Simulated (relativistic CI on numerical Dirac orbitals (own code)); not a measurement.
**Charge states of erbium**

Computed by Dirac-Coulomb-Breit CI, orbitals from a KLI potential per configuration, QED by a radiative potential, valence Slater integrals scaled by 0.9 (own radial code, finite nucleus).

Each species is treated in one configuration, given outside its closed core. Radial values are for the open shell of highest l, unscaled and averaged over j; ζ includes the Breit term. Labels give the leading LS character, summed over repeated terms.

| Ion | Configuration | Its lowest level | LS weight (%) | ⟨r⟩ (bohr) | ⟨r²⟩ (bohr²) | ζ (cm⁻¹) | g_J | g√(J(J+1)) |
| --- | --- | --- | --- | --- | --- | --- | --- | --- |
| Er51+ | 3s²3p⁵ | ²P°3/2 | 100 | 0.2035 | 0.04795 | 1.252e+06 | 1.323 | 2.56 |
| Er52+ | 3s²3p⁴ | ³P2 | 69 | 0.2024 | 0.04744 | 1.268e+06 | 1.335 | 3.27 |
| Er53+ | 3s²3p³ | J = 3/2 (mixed) | 48 | 0.2014 | 0.04693 | 1.284e+06 | 1.349 | 2.61 |
| Er54+ | 3s²3p² | ³P0 | 70 | 0.2003 | 0.04643 | 1.3e+06 |  | 0.00 |
| Er55+ | 3s²3p | ²P°1/2 | 100 | 0.1992 | 0.04595 | 1.316e+06 | 0.651 | 0.56 |
| Er56+ | 3s² | ¹S0 | 100 |  |  |  |  | 0.00 |
| Er57+ | 3s | ²S1/2 | 100 | 0.2027 | 0.04692 |  | 1.986 | 1.72 |
| Er58+ | 2s²2p⁶ | ¹S0 | 100 |  |  |  |  | 0.00 |
| Er59+ | 2s²2p⁵ | ²P°3/2 | 100 | 0.07422 | 0.006715 | 5.068e+06 | 1.304 | 2.53 |
| Er60+ | 2s²2p⁴ | ³P2 | 68 | 0.07372 | 0.006621 | 5.145e+06 | 1.312 | 3.21 |
| Er61+ | 2s²2p³ | J = 3/2 (mixed) | 48 | 0.07324 | 0.006531 | 5.224e+06 | 1.321 | 2.56 |
| Er62+ | 2s²2p² | ³P0 | 69 | 0.07277 | 0.006443 | 5.303e+06 |  | 0.00 |
| Er63+ | 2s²2p | ²P°1/2 | 100 | 0.07231 | 0.006359 | 5.383e+06 | 0.624 | 0.54 |
| Er64+ | 2s² | ¹S0 | 100 |  |  |  |  | 0.00 |
| Er65+ | 2s | ²S1/2 | 100 | 0.08157 | 0.007882 |  | 1.960 | 1.70 |
| Er66+ | 1s² | ¹S0 | 100 |  |  |  |  | 0.00 |
